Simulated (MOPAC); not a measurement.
Job for MOPAC: PM7 on CH6S2 (a complex), monomers drawn apart or pushed together.

```
PM7 1SCF PRECISE CHARGE=0 THREADS=1
CH6S2

S      0.59624197 1     0.39125548 1     0.22883725 1
H      0.16097036 1     0.80605790 1     1.43809472 1
H     -0.63877004 1     0.04382232 1    -0.16652665 1
C     -0.20853799 1    -1.18627136 1     3.42535405 1
S     -0.25838181 1     0.60624284 1     3.75656875 1
H      0.19952797 1    -1.72833979 1     4.27521777 1
H     -1.24211333 1    -1.49336802 1     3.27496248 1
H      0.35865379 1    -1.39914438 1     2.52170467 1
H      1.06117132 1     0.77989027 1     3.93728504 1
```

Output:

```
*******************************************************************************
 **                                                                           **
 **                              MOPAC v23.2.5                                **
 **                                                                           **
 *******************************************************************************
 ** MOPAC's Digital Object Identifier: https://doi.org/10.5281/zenodo.6511958 **
 **                                                                           **
 ** Please cite the open-source release paper for use of this MOPAC version:  **
 ** J. E. Moussa and J. J. P. Stewart (2026)                                  **
 ** MOPAC: An open-source semiempirical molecular orbital program             **
 ** J. Open Source Softw., 11(119), 8025, https://doi.org/10.21105/joss.08025 **
 *******************************************************************************

                              PM7 CALCULATION RESULTS

 *******************************************************************************
 *  PM7        - The PM7 Hamiltonian to be used
 *
 *
 *
 *                 CHARGE ON SYSTEM = 0
 *
 *
 *
 *  PRECISE    - TIGHTER CRITERIA TO BE USED
 *  1SCF       - DO 1 SCF AND THEN STOP
 *  THREADS=1  - MULTI-THREADING NOT USED
 *  T=         - A TIME OF 172800.0 SECONDS REQUESTED
 *  DUMP=N     - RESTART FILE WRITTEN EVERY 7200.0 SECONDS REQUESTED
 *******************************************************************************
PM7 1SCF PRECISE CHARGE=0 THREADS=1
 CH6S2

   ATOM   CHEMICAL          X               Y               Z
  NUMBER   SYMBOL      (ANGSTROMS)     (ANGSTROMS)     (ANGSTROMS)

     1       S          0.59624197  *   0.39125548  *   0.22883725  *
     2       H          0.16097036  *   0.80605790  *   1.43809472  *
     3       H         -0.63877004  *   0.04382232  *  -0.16652665  *
     4       C         -0.20853799  *  -1.18627136  *   3.42535405  *
     5       S         -0.25838181  *   0.60624284  *   3.75656875  *
     6       H          0.19952797  *  -1.72833979  *   4.27521777  *
     7       H         -1.24211333  *  -1.49336802  *   3.27496248  *
     8       H          0.35865379  *  -1.39914438  *   2.52170467  *
     9       H          1.06117132  *   0.77989027  *   3.93728504  *



          CARTESIAN COORDINATES

    NO.       ATOM           X           Y           Z

     1         S          0.5962      0.3913      0.2288
     2         H          0.1610      0.8061      1.4381
     3         H         -0.6388      0.0438     -0.1665
     4         C         -0.2085     -1.1863      3.4254
     5         S         -0.2584      0.6062      3.7566
     6         H          0.1995     -1.7283      4.2752
     7         H         -1.2421     -1.4934      3.2750
     8         H          0.3587     -1.3991      2.5217
     9         H          1.0612      0.7799      3.9373

 General Reference for PM7:
 "Optimization of Parameters for Semiempirical Methods VI: More Modifications to the
 NDDO Approximations and Re-optimization of Parameters", J. J. P. Stewart, J. Mol. Mod., 1:32, 19 (2013)
 https://link.springer.com/article/10.1007/s00894-012-1667-x

           Empirical Formula: C H6 S2  =     9 atoms



      MOLECULAR POINT GROUP   :   C1


      RHF CALCULATION, NO. OF DOUBLY OCCUPIED LEVELS = 11


 -------------------------------------------------------------------------------
 PM7 1SCF PRECISE CHARGE=0 THREADS=1
 CH6S2



     1SCF WAS SPECIFIED, SO BFGS WAS NOT USED
     SCF FIELD WAS ACHIEVED


                              PM7 CALCULATION
                                                       MOPAC v23.2.5 Linux




          FINAL HEAT OF FORMATION =         -6.71527 KCAL/MOL =     -28.09670 KJ/MOL


          COSMO AREA              =        123.76 SQUARE ANGSTROMS
          COSMO VOLUME            =        110.08 CUBIC ANGSTROMS

          IONIZATION POTENTIAL    =          9.205306 EV
          HOMO LUMO ENERGIES (EV) =         -9.205 -0.751
          NO. OF FILLED LEVELS    =         11
          MOLECULAR WEIGHT        =         82.1784         POINT GROUP:  C1

          MOLECULAR DIMENSIONS (Angstroms)

            Atom       Atom       Distance
            H     6    H     3     4.85514
            H     9    H     7     3.29868
            H     8    S     5     2.10740


          SCF CALCULATIONS        =          1





   ATOM   CHEMICAL          X               Y               Z
  NUMBER   SYMBOL      (ANGSTROMS)     (ANGSTROMS)     (ANGSTROMS)

     1       S          0.59624197  *   0.39125548  *   0.22883725  *
     2       H          0.16097036  *   0.80605790  *   1.43809472  *
     3       H         -0.63877004  *   0.04382232  *  -0.16652665  *
     4       C         -0.20853799  *  -1.18627136  *   3.42535405  *
     5       S         -0.25838181  *   0.60624284  *   3.75656875  *
     6       H          0.19952797  *  -1.72833979  *   4.27521777  *
     7       H         -1.24211333  *  -1.49336802  *   3.27496248  *
     8       H          0.35865379  *  -1.39914438  *   2.52170467  *
     9       H          1.06117132  *   0.77989027  *   3.93728504  *

                             CARTESIAN COORDINATES

   1    S        0.596241970     0.391255480     0.228837250
   2    H        0.160970360     0.806057900     1.438094720
   3    H       -0.638770040     0.043822320    -0.166526650
   4    C       -0.208537990    -1.186271360     3.425354050
   5    S       -0.258381810     0.606242840     3.756568750
   6    H        0.199527970    -1.728339790     4.275217770
   7    H       -1.242113330    -1.493368020     3.274962480
   8    H        0.358653790    -1.399144380     2.521704670
   9    H        1.061171320     0.779890270     3.937285040


           Empirical Formula: C H6 S2  =     9 atoms



      MOLECULAR POINT GROUP   :   C1


                  EIGENVALUES
 -28.53580 -26.82447 -22.68623 -15.36202 -15.14971 -13.95792 -13.37654 -11.73214
 -11.46795  -9.29566  -9.20531  -0.75053  -0.69422  -0.22289  -0.16806  -0.06205
   0.08219   0.10583   0.11505   0.19548   0.27116   1.57212   2.96352   3.07518
   3.55433   4.97999   5.07599   6.06797


              NET ATOMIC CHARGES AND DIPOLE CONTRIBUTIONS

  ATOM NO.   TYPE          CHARGE      No. of ELECS.   s-Pop       p-Pop       d-Pop
    1          S          -0.385092        6.3851     1.87830     4.36436     0.14243
    2          H           0.199454        0.8005     0.80055
    3          H           0.170321        0.8297     0.82968
    4          C          -0.488927        4.4889     1.07260     3.41632
    5          S          -0.168702        6.1687     1.88482     4.15086     0.13303
    6          H           0.167238        0.8328     0.83276
    7          H           0.172621        0.8274     0.82738
    8          H           0.174282        0.8257     0.82572
    9          H           0.158804        0.8412     0.84120
 DIPOLE           X         Y         Z       TOTAL
 POINT-CHG.    -0.532    -0.824     0.994     1.396
 HYBRID         0.034    -0.499     0.145     0.520
 SUM           -0.498    -1.323     1.139     1.815


          ATOMIC ORBITAL ELECTRON POPULATIONS

     Atom    s        px        py        pz      x^2-y^2     xz        z^2       yz        xy
    1  S   1.87830   1.25005   1.85230   1.26201   0.03553   0.03322   0.04140   0.01574   0.01654
    2  H   0.80055
    3  H   0.82968
    4  C   1.07260   1.20385   1.02109   1.19139
    5  S   1.88482   1.18911   1.02840   1.93334   0.07413   0.00584   0.03053   0.01103   0.01150
    6  H   0.83276
    7  H   0.82738
    8  H   0.82572
    9  H   0.84120

 **********************
 *                    *
 * JOB ENDED NORMALLY *
 *                    *
 **********************




 == MOPAC DONE ==
```

The run finished.

Cost: around 0.020 core-seconds (rough).
